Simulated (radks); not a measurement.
Spherical jellium clusters: N electrons in a uniform positive sphere of charge N and radius rs N^(1/3), rs = 5.51 bohr. Method: non-relativistic Kohn-Sham, LDA (Slater exchange, Perdew-Wang correlation), spin-polarised, spherical densities; computed with a radial shooting solver with Libxc functionals. Levels are named by radial order and angular momentum (1s, 1p, 1d, 2s, ...), and open shells are averaged over m. Each electron was tried in the lowest free levels, single moves between levels near the top were tried too, and the lowest total energy was kept; such a search can miss a lower state. Energies include the self-energy of the background; IP and EA are vertical (highest electron removed, lowest free level filled), at fixed background; spill-out counts the electrons outside the background radius R, and alpha is the static dipole polarisability from linear response (closed shells only). A dash means not computed or, for alpha, an open shell; in EA it means that no bound solution was reached, which is typical of self-interaction and does not show that the anion is unstable. Real open-shell clusters deform, which this model forbids.

N	open shells	2S	E/N (eV)	E(N+1) + E(N-1) - 2E(N) (eV)	IP (eV)	EA (eV)	-e(HOMO) (eV)	spill-out (e)
1	1s(up 1, down 0)	1	-1.359	-	-	-	2.439	0.28
2	none	0	-1.629	0.638	4.102	-	2.477	0.42
3	1p(up 1, down 0)	1	-1.507	-0.438	3.188	-	1.863	0.65
4	1p(up 2, down 0)	2	-1.555	-0.277	3.510	-	2.197	0.78
5	1p(up 3, down 0)	3	-1.640	0.238	3.674	-	2.402	0.87
6	1p(up 3, down 1)	2	-1.657	-0.230	3.344	1.108	2.196	0.98
7	1p(up 3, down 2)	1	-1.701	-0.162	3.514	1.308	2.382	1.08
8	none	0	-1.755	0.671	3.620	-	2.513	1.16
9	1d(up 1, down 0)	1	-1.722	-0.168	2.900	-	1.882	1.29
10	1d(up 2, down 0)	2	-1.713	-0.139	3.041	1.077	2.039	1.39
11	1d(up 3, down 0)	3	-1.718	-0.116	3.150	1.215	2.164	1.48
12	1d(up 4, down 0)	4	-1.732	-0.097	3.236	1.331	2.266	1.55
13	1d(up 5, down 0)	5	-1.751	0.241	3.304	1.116	2.352	1.62
14	1d(up 5, down 1)	4	-1.750	-0.108	3.036	1.245	2.127	1.71
15	1d(up 5, down 2)	3	-1.757	-0.092	3.125	1.354	2.227	1.79
16	1d(up 5, down 3)	2	-1.768	-0.079	3.198	1.448	2.311	1.86
17	1d(up 5, down 4)	1	-1.783	-0.068	3.258	1.530	2.383	1.93
18	none	0	-1.800	0.145	3.308	1.411	2.444	1.99
19	2s(up 1, down 0)	1	-1.807	0.179	3.146	1.271	2.295	2.12
20	none	0	-1.805	0.111	2.961	1.170	2.140	2.29
21	1f(up 1, down 0)	1	-1.798	-0.073	2.854	1.252	2.044	2.35
22	1f(up 2, down 0)	2	-1.794	-0.066	2.913	1.326	2.111	2.41
23	1f(up 3, down 0)	3	-1.794	-0.060	2.965	1.393	2.171	2.47
24	1f(up 4, down 0)	4	-1.797	-0.054	3.011	1.454	2.225	2.52
25	1f(up 5, down 0)	5	-1.801	-0.050	3.052	1.509	2.274	2.57
26	1f(up 6, down 0)	6	-1.807	-0.046	3.089	1.561	2.318	2.62
27	1f(up 7, down 0)	7	-1.814	0.205	3.122	1.364	2.359	2.67
28	1f(up 7, down 1)	6	-1.813	-0.054	2.905	1.426	2.160	2.73
29	1f(up 7, down 2)	5	-1.814	-0.049	2.951	1.483	2.211	2.79
30	1f(up 7, down 3)	4	-1.817	-0.045	2.991	1.535	2.258	2.84
31	1f(up 7, down 4)	3	-1.821	-0.042	3.028	1.583	2.300	2.90
32	1f(up 7, down 5)	2	-1.826	-0.039	3.062	1.628	2.339	2.95
33	1f(up 7, down 6)	1	-1.832	-	3.092	1.669	2.375	3.00

All shells are closed at N = 2, 8, 18, 20 (there: 1s2 1p6 1d10 2s2); the second difference of the energy has clear peaks (12 % above both neighbours; the first and last values, which can be the largest, are not judged, and half-filled shells can peak too) at N = 5, 8, 13, 19, 27.
